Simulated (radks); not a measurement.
Fractional charge and spin in the 2p shell of aluminium: the spin-up occupation runs from 2 to 3 and the spin-down occupation from 2 to 3; the fullest corner is Al+, [He] 2s2 3s2 2p(up 3, down 3). All-electron calculation, non-relativistic Kohn-Sham, PBEsol, spin-polarised, spherical densities, point nucleus. Program: a radial shooting solver on a logarithmic mesh with Libxc functionals. Energy (eV) minus the two flat planes that join the four corners (they meet along the diagonal where the two added fractions sum to one electron); zero is where a piecewise linear energy would lie.

\begin{tabular}{lrrr}
down \ up & 2 & 2.5 & 3 \\ \hline
2 & 0.000 & -4.030 & 0.000 \\
2.5 & -4.030 & 0.785 & -3.573 \\
3 & 0.000 & -3.573 & 0.000 \\
\end{tabular}

Corners above the fullest one (they belong to Al2+ and the next ion): (up 3, down 2) 91.955 eV, (up 2, down 3) 91.955 eV, (up 2, down 2) 217.48 eV. With half an added electron in each spin the energy lies 0.785 eV from the planes, and with half an added electron in spin up alone -4.030 eV. The planes are only a guide here: the flat-plane condition holds for ground states with one frontier orbital, while this shell lies below other occupied shells, so the corners above the fullest one are inner-hole states and not the ground states of those ions.
